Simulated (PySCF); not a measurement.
# Polarisability and C₆ of Cr(2+) (chromium, charge +2)

[Ar] 3d4, high-spin 5D determinant. All numbers are calculated (PySCF 2.14, the spin-free X2C one-electron Hamiltonian (Gaussian nucleus), in x2c-QZVPPall with one added diffuse shell each of s, p, d, f, g type (12s8p6d4f3g, 121 functions)). Coupled (time-dependent) response in atomic units; α is the mean over directions.

```
method  mean α (bohr³)         α xx, yy, zz  C₆ (like pair)  S(−4)
  PBE0           4.273  4.005, 4.005, 4.808           12.74  11.66
```

S(−4) is the Cauchy moment in α(ω) = α(0) + S(−4) ω² + …

α(iu) at PBE0:

```csv
u (hartree),α(iu) (bohr³)
0,4.273
0.0500,4.244
0.100,4.162
0.200,3.886
0.300,3.549
0.500,2.935
0.750,2.371
1.00,1.967
1.50,1.418
2.00,1.064
3.00,0.6537
5.00,0.3144
```

A single London oscillator, α(iu) = α/(1 + u²/ω²), gives C₆ = (3/4) ω α². Matching the computed C₆ needs ω = 4 × 12.74 / (3 × 4.273²) = 0.930 hartree.

For an ion, C₆ is the dispersion term alone; charge-induced terms of lower order in 1/R come first.

The components differ because the open shell of this determinant is not spherical; for a pure term their mean is the scalar polarisability.
